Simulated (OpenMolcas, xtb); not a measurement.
**CH6B2O (SMILES BB(C)O): methods side by side**

CH6B2O has 10 atoms, charge 0, and is taken as a singlet. As SMILES, `BB(C)O`. The coordinates come from a PBE0-D4/def2-TZVP relaxation. This is one conformer, not always the lowest.

Each level gives the vertical energy of the triplet above the singlet (eV). The values are calculated.

```json
{"level": "GFN2-xTB", "kind": "semi-empirical", "program": "xtb", "value (eV)": "3.57", "less CCSD(T)/def2-SVP": "-0.11", "CPU time (all runs)": "under 2 s"}
{"level": "GFN0-xTB", "kind": "semi-empirical", "program": "xtb", "value (eV)": "3.38", "less CCSD(T)/def2-SVP": "-0.30", "CPU time (all runs)": "under 2 s"}
{"level": "HF/def2-SVP", "kind": "Hartree–Fock", "program": "OpenMolcas", "value (eV)": "3.61", "less CCSD(T)/def2-SVP": "-0.07", "CPU time (all runs)": "12 s"}
{"level": "SVWN5/def2-SVP", "kind": "LDA", "program": "OpenMolcas", "value (eV)": "3.15", "less CCSD(T)/def2-SVP": "-0.53", "CPU time (all runs)": "41 s"}
{"level": "BLYP/def2-SVP", "kind": "GGA", "program": "OpenMolcas", "value (eV)": "3.32", "less CCSD(T)/def2-SVP": "-0.36", "CPU time (all runs)": "73 s"}
{"level": "r2SCAN/def2-SVP", "kind": "meta-GGA", "program": "OpenMolcas", "value (eV)": "3.13", "less CCSD(T)/def2-SVP": "-0.55", "CPU time (all runs)": "93 s"}
{"level": "M06-2X/def2-SVP", "kind": "hybrid meta-GGA", "program": "OpenMolcas", "value (eV)": "3.67", "less CCSD(T)/def2-SVP": "-0.01", "CPU time (all runs)": "96 s"}
{"level": "CCSD(T)/def2-SVP, open shells restricted", "kind": "coupled cluster or CI", "program": "OpenMolcas", "value (eV)": "3.68", "less CCSD(T)/def2-SVP": "0.00", "CPU time (all runs)": "88 s"}
```

Differences are taken from CCSD(T)/def2-SVP, open shells restricted for orientation; it has basis-set and higher-order errors of its own. The values span 3.13 to 3.68 eV. The xTB rows lack spin polarisation, so open shells miss the exchange term that lowers them. Times are those of the runs behind each value, whatever else they computed, on shared processors of several kinds: orders of magnitude only.
